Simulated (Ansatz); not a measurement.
System: CH₅BP, charge 0, doublet. CH5BP (SMILES P[B]C, doublet).
B3LYP-D3(BJ)/def2-TZVP minimum from Ansatz (a first-principles code):
```xyz
8

B      0.6107    -0.3884     0.2149
C      0.3836    -1.0781     1.5748
H     -0.6621    -1.3314     1.7837
H      0.7100    -0.3786     2.3560
H      0.9925    -1.9767     1.7013
P     -0.3283     0.7633    -0.8795
H     -1.6268     0.2011    -1.0068
H      0.1562     0.4463    -2.1647
```
Charge 0, spin multiplicity 2.

Total energies in hartree (Ansatz). Radicals and triplets start from unrestricted determinants; spin-orbit coupling is neglected. Cores are frozen in correlated methods. No relativity. Where a partner has so few electrons that a lower coupled-cluster level is exact, that level stands in.

| species | HF/cc-pV(T+d)Z | CCSD(T)/cc-pV(T+d)Z | HF/cc-pV(Q+d)Z | CCSD(T)/cc-pV(Q+d)Z | CCSD(T)/cc-pV(D+d)Z | CCSDT(Q)/cc-pV(D+d)Z |
|---|---|---|---|---|---|---|
| 1: CH5BP (SMILES C[B]P, doublet) | -406.17934 | -406.65367 | -406.18670 | -406.68551 | -406.54150 | -406.54362 |
| 2: B (doublet) | -24.53207 | -24.59810 | -24.53297 | -24.60084 | -24.58941 | -24.58977 |
| 3: C (triplet) | -37.69157 | -37.78076 | -37.69331 | -37.78654 | -37.76038 | -37.76071 |
| 4: H (doublet) | -0.49981 | -0.49981 | -0.49995 | -0.49995 | -0.49928 | -0.49928 |
| 5: P (quartet) | -340.71631 | -340.82157 | -340.71872 | -340.82830 | -340.79336 | -340.79376 |

Problem. Work out the atomisation energy (electronic, to ground-state atoms) in kcal/mol: take Hartree-Fock from cc-pV(Q+d)Z, extrapolate the CCSD(T) correlation energy as X^-3 (X = 3, 4), and add CCSDT(Q) - CCSD(T) in cc-pV(D+d)Z. 1 hartree = 627.51 kcal/mol.

Solution. 
Species 1: correlation (64·(-0.49881) - 27·(-0.47433))/37 = -0.51667; step -0.00212; E1 = -406.18670 + (-0.51667) + (-0.00212) = -406.70549
Species 2: correlation (64·(-0.06787) - 27·(-0.06603))/37 = -0.06921; step -0.00036; E2 = -24.53297 + (-0.06921) + (-0.00036) = -24.60254
Species 3: correlation (64·(-0.09323) - 27·(-0.08919))/37 = -0.09618; step -0.00033; E3 = -37.69331 + (-0.09618) + (-0.00033) = -37.78982
Species 4: correlation (64·(0.00000) - 27·(0.00000))/37 = 0.00000; step +0.00000; E4 = -0.49995 + (0.00000) + (+0.00000) = -0.49995
Species 5: correlation (64·(-0.10958) - 27·(-0.10526))/37 = -0.11273; step -0.00040; E5 = -340.71872 + (-0.11273) + (-0.00040) = -340.83185
-1·E1 +1·E2 +1·E3 +5·E4 +1·E5 = 0.98153 hartree = 615.9 kcal/mol.
